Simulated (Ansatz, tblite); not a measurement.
Removing and adding an electron: the cluster Li5H4 (the lowest doublet isomer of a short search). Charge 0, multiplicity 2. Geometry: PBE-D4/def2-TZVP. Ansatz, gas phase; energy differences of separate SCF runs; the oxidised species is a singlet (the triplet lies 3.73 eV higher at PBE0-D4/def2-TZVP); the reduced species is a singlet (the triplet lies 0.13 eV higher at PBE0-D4/def2-TZVPD).

```xyz
9

Li   -0.266   -1.124    1.711
Li   -0.968   -1.613   -0.838
Li    0.975    0.423   -1.798
Li    1.701    0.912    0.790
Li   -0.608    1.194   -0.058
H    -0.743    0.008   -1.457
H     0.092    0.577    1.527
H     1.055    1.749   -0.629
H    -1.239   -2.126    0.753
```

The xTB rows come from tblite. Correlated methods freeze no core orbitals; core or outer-core shells of Li are correlated, in sets that lack core-valence functions. The structure comes from a short search, and lower isomers may exist.

```json
{"level": "GFN1-xTB", "−HOMO (eV)": "–", "vertical IE (eV)": "11.97", "−LUMO (eV)": "–", "vertical EA (eV)": "8.08", "HOMO–LUMO gap (eV)": "–", "IE − EA (eV)": "3.89", "remarks": "–"}
{"level": "GFN2-xTB", "−HOMO (eV)": "–", "vertical IE (eV)": "8.12", "−LUMO (eV)": "–", "vertical EA (eV)": "3.39", "HOMO–LUMO gap (eV)": "–", "IE − EA (eV)": "4.72", "remarks": "–"}
{"level": "HF/def2-TZVPP", "−HOMO (eV)": "–", "vertical IE (eV)": "3.98", "−LUMO (eV)": "–", "vertical EA (eV)": "–", "HOMO–LUMO gap (eV)": "–", "IE − EA (eV)": "–", "remarks": "–"}
{"level": "PBE-D4/def2-TZVP", "−HOMO (eV)": "2.55", "vertical IE (eV)": "4.66", "−LUMO (eV)": "1.63", "vertical EA (eV)": "–", "HOMO–LUMO gap (eV)": "0.93", "IE − EA (eV)": "–", "remarks": "–"}
{"level": "PBE-D4/def2-TZVPD", "−HOMO (eV)": "2.51", "vertical IE (eV)": "–", "−LUMO (eV)": "1.63", "vertical EA (eV)": "0.39", "HOMO–LUMO gap (eV)": "0.88", "IE − EA (eV)": "–", "remarks": "HOMO above zero (-1 singlet), restricted SCF unstable in HF (-1 singlet)"}
{"level": "r2SCAN-D4/def2-TZVP", "−HOMO (eV)": "2.58", "vertical IE (eV)": "4.57", "−LUMO (eV)": "1.23", "vertical EA (eV)": "–", "HOMO–LUMO gap (eV)": "1.36", "IE − EA (eV)": "–", "remarks": "–"}
{"level": "r2SCAN-D4/def2-TZVPD", "−HOMO (eV)": "2.52", "vertical IE (eV)": "–", "−LUMO (eV)": "1.18", "vertical EA (eV)": "0.14", "HOMO–LUMO gap (eV)": "1.34", "IE − EA (eV)": "–", "remarks": "HOMO above zero (-1 singlet), restricted SCF unstable in HF (-1 singlet)"}
{"level": "PBE0-D4/def2-TZVP", "−HOMO (eV)": "3.07", "vertical IE (eV)": "4.63", "−LUMO (eV)": "1.04", "vertical EA (eV)": "–", "HOMO–LUMO gap (eV)": "2.04", "IE − EA (eV)": "–", "remarks": "–"}
{"level": "PBE0-D4/def2-TZVPD", "−HOMO (eV)": "3.00", "vertical IE (eV)": "–", "−LUMO (eV)": "1.03", "vertical EA (eV)": "0.26", "HOMO–LUMO gap (eV)": "1.97", "IE − EA (eV)": "–", "remarks": "HOMO above zero (-1 singlet), restricted SCF unstable in HF (-1 singlet)"}
{"level": "MP2/def2-TZVPD", "−HOMO (eV)": "–", "vertical IE (eV)": "–", "−LUMO (eV)": "–", "vertical EA (eV)": "-0.05", "HOMO–LUMO gap (eV)": "–", "IE − EA (eV)": "–", "remarks": "HOMO above zero (-1 singlet), restricted SCF unstable (-1 singlet)"}
{"level": "MP2/def2-TZVPP", "−HOMO (eV)": "–", "vertical IE (eV)": "4.19", "−LUMO (eV)": "–", "vertical EA (eV)": "–", "HOMO–LUMO gap (eV)": "–", "IE − EA (eV)": "–", "remarks": "–"}
{"level": "CCSD/def2-TZVPD", "−HOMO (eV)": "–", "vertical IE (eV)": "–", "−LUMO (eV)": "–", "vertical EA (eV)": "0.11", "HOMO–LUMO gap (eV)": "–", "IE − EA (eV)": "–", "remarks": "HOMO above zero (-1 singlet), large T1 (0.023) (-1 singlet), restricted SCF unstable (-1 singlet)"}
{"level": "CCSD/def2-TZVPP", "−HOMO (eV)": "–", "vertical IE (eV)": "4.24", "−LUMO (eV)": "–", "vertical EA (eV)": "–", "HOMO–LUMO gap (eV)": "–", "IE − EA (eV)": "–", "remarks": "–"}
{"level": "CCSD(T)/def2-TZVPD", "−HOMO (eV)": "–", "vertical IE (eV)": "–", "−LUMO (eV)": "–", "vertical EA (eV)": "0.19", "HOMO–LUMO gap (eV)": "–", "IE − EA (eV)": "–", "remarks": "HOMO above zero (-1 singlet), large T1 (0.023) (-1 singlet), restricted SCF unstable (-1 singlet)"}
{"level": "CCSD(T)/def2-TZVPP", "−HOMO (eV)": "–", "vertical IE (eV)": "4.27", "−LUMO (eV)": "–", "vertical EA (eV)": "–", "HOMO–LUMO gap (eV)": "–", "IE − EA (eV)": "–", "remarks": "–"}
```

Run but left out: HF/def2-TZVPD (charge -1 singlet: restricted singlet, unstable towards broken spin symmetry).   A HOMO above zero means that the electron is unbound at that level or that self-interaction error raises the level; the energy of removing that electron tells which. HOMO and LUMO are the levels of the spin that leaves or enters (xTB has no such levels and no spin-polarisation term). Other spin states of the ions may lie lower, which would lower the ionisation energy or raise the affinity. Raw xTB energy differences between charge states are shifted by several eV; the methods need an empirical correction for them. A negative affinity means that the extra electron isn't bound; its size then hangs on the basis.
